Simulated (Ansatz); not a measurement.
Consider the homolysis of the Se–Si bond: `C[SiH](C)[SeH]` → `[SeH]`• + `C[SiH]C`•.

Isolated molecules relaxed with PBE0-D4/def2-TZVP in Ansatz; ΔE leaves out vibrations. CBS: MP2 limit from def2 TZ/QZ plus the TZ coupled-cluster correction, frozen cores. DFT in def2-TZVPP. Open shells (•) are unrestricted, without spin–orbit coupling. For Se outer-core shells are correlated without core-valence functions, which leaves a few kJ/mol of doubt a bond. Scalar relativity is left out up to krypton. Each species was taken in one conformer, which may not be the lowest.

(1) What is ΔE at CCSD(T)/CBS? (Best estimate.)

(2) What do these levels give: revPBE-D4, B97M-V, PBE0-D4, BHLYP-D4, SCS-MP2/def2-TZVPP, CCSD(T)/def2-TZVPP? (Best estimate.)

Largest T1 diagnostic among the species: 0.011.

Results:

(1) Ansatz gave: +370.2 kJ/mol.

(2) Computed: revPBE-D4 341.4, B97M-V 353.9, PBE0-D4 352.9, BHLYP-D4 342.0, SCS-MP2/def2-TZVPP 359.4, CCSD(T)/def2-TZVPP 352.8 kJ/mol.

Leaving LDA and LC-ωPBE aside and taking each functional with its dispersion term where it has one, the values, not all of them listed here, spread over 23.5 kJ/mol, from BLYP-D4 to ωB97X-V. LDA lies +60.4 kJ/mol from PBE without D4, its usual overbinding. The D4 term adds +15.2 kJ/mol with B3LYP and +8.3 kJ/mol with PBE0; it sums over pairs of atoms, weighted by their polarisabilities, and B3LYP, whose exchange is more repulsive, gets the larger term. From BLYP to BHLYP (50 % exact exchange), in def2-TZVPP and without D4, ΔE moves by +9.2 kJ/mol.

B3LYP here is the variant with VWN-RPA as its local correlation; programs differ in this.
